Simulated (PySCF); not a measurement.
Cl2Hg, charge -1, doublet, at a GFN2-xTB geometry (such geometries of metal compounds can be far from the true shape) (a state made from the parent by changing its charge; the spin is typed, not shown lowest) (core potentials on Hg). Base run: SVWN5/def2-SV(P) run with PySCF.

Input for PySCF:
```python
from pyscf import gto, scf, dft

mol = gto.Mole()
mol.atom = '''
    Hg   -0.286636    0.035043   -0.285882
    Cl    2.459347    0.350231   -1.063916
    Cl   -1.110471   -0.515140    2.409243
'''
mol.basis = 'def2-sv(p)'
mol.ecp = {'Hg': 'def2-sv(p)'}
mol.charge = -1
mol.spin = 1
mol.verbose = 4
mol.build()

mf = dft.UKS(mol)
mf.xc = 'lda,vwn'
mf.kernel()
mf.analyze()
```

Variants of this job, named by their change:

| change | ΔE vs base (mEh) | outcome |
|---|---|---|
| base | 0.000 | converged |
| auxbasis = def2-tzvp-ri | - | input refused |
| auxbasis = even-tempered beta=1.6 | -0.003 | converged |
| auxbasis = cc-pvdz-jkfit | - | input refused |
| auxbasis = default (with mf = mf.density_fit()) | -0.267 | converged |
| auxbasis = def2-svp-ri | - | input refused |
| auxbasis = cc-pvtz-jkfit | - | input refused |
| auxbasis = even-tempered beta=3.0 | -55.925 | converged |
| auxbasis = autoaux | -0.043 | converged |
| auxbasis = cc-pvqz-jkfit | - | input refused |

A fitting set is made for a task (jfit for Coulomb, jkfit for Coulomb and exchange, ri for correlation) and for a family of orbital bases.

Open shells are given as the SCF converged; they aren't shown to be the lowest states, and a large step between rows can be another state.

- auxbasis = def2-tzvp-ri: ended with `pyscf.lib.exceptions.BasisNotFoundError: Basis set not found for Hg in def2-tzvp-ri`
- auxbasis = cc-pvdz-jkfit: ended with `pyscf.lib.exceptions.BasisNotFoundError: Basis set not found for Hg in cc-pvdz-jkfit`
- auxbasis = def2-svp-ri: ended with `pyscf.lib.exceptions.BasisNotFoundError: Basis set not found for Hg in def2-svp-ri`
